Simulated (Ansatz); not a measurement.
Relaxation of ClGeH₃O (6 atoms, charge 0, multiplicity 1), to a largest force component of 0.03 eV/Å in at most 50 steps.

These are results of RKS B3LYP/def2-SVP (Ansatz 0.2.0), not measurements.

```xyz
6
Properties=species:S:1:pos:R:3:forces:R:3
Ge 0.180 -0.036 0.165 1.07 0.07 0.61
H 0.661 0.091 1.606 -1.44 0.04 1.19
H 1.688 0.009 -0.032 0.35 -0.11 -1.80
Cl -0.962 1.649 -0.564 0.00 0.00 0.00
O -0.548 -1.562 -0.356 -0.03 -0.03 0.01
H -1.450 -1.694 -0.028 0.05 0.04 -0.01
```

Task: Where does it end, and by what steps?

Result: It converged. After 5 steps the energy has fallen by 0.769 eV; H3 moved furthest, 0.39 Å.

```tsv
step	energy less start (eV)	largest force component (eV/Å)	accepted
0	0.0000	1.804	yes
1	-0.5684	0.767	yes
2	-0.7468	0.567	yes
3	-0.7304	1.134	no
4	-0.7675	0.087	yes
5	-0.7689	0.023	yes
```

```xyz
6
Properties=species:S:1:pos:R:3
Ge 0.298 -0.042 0.246
H 0.314 0.089 1.780
H 1.677 -0.030 -0.420
Cl -0.876 1.638 -0.502
O -0.456 -1.561 -0.282
H -1.388 -1.637 -0.034
```

Time of the run: 21 s on 1 thread of Arm Neoverse V2 (shared host), peak memory 0.16 GiB.
